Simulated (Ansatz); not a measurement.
Calculated with Ansatz (gas phase, PBE0-D4/def2-TZVP geometries, no zero-point term in ΔE). CCSD(T)/CBS is the MP2 limit (def2-TZVPP, def2-QZVPP) plus CCSD(T) − MP2 in def2-TZVPP, frozen cores. This one scheme is used for every species. DFT in def2-TZVPP. For Ge outer-core shells are correlated without core-valence functions, which leaves a few kJ/mol of doubt a bond. Scalar relativity is left out up to krypton. One conformer a species, not always the lowest.

`S=[CH][GeH3]` + `N[SiH3]` → `[SiH3]NC=S` + GeH₄  (substitution at a C–Ge bond)

**Question.** Is it downhill or uphill in electronic energy at CCSD(T)/CBS, and by how much? (Best estimate.)

**Answer.** Computed: Downhill: ΔE = -8.5 kcal/mol.

**Question.** What do these levels give: PBE-D4, B2PLYP, RPA@PBE/def2-TZVPP, MP2/def2-SVP, SCS-MP2/def2-TZVPP, HF/CBS(def2)? (Best estimate.)

**Answer.** Computed: PBE-D4 -14.1, B2PLYP -11.3, RPA@PBE/def2-TZVPP -9.1, MP2/def2-SVP -14.4, SCS-MP2/def2-TZVPP -8.8, HF/CBS(def2) -11.6 kcal/mol.

Largest T1 diagnostic among the species: 0.017.

Leaving LDA and LC-ωPBE aside and taking each functional with its dispersion term where it has one, the values, not all of them listed here, spread over 3.5 kcal/mol, from revPBE-D4 to ωB97M-V. LDA lies −3.2 kcal/mol from PBE without D4. At CCSD(T), def2-SVP lies −5.4 kcal/mol from the extrapolated value and def2-TZVPP −0.5 kcal/mol. In def2-TZVPP, CCSD(T) changes the Hartree–Fock value by +2.6 kcal/mol (the triples alone add −0.3 kcal/mol) and MP2 by +2.2 kcal/mol.
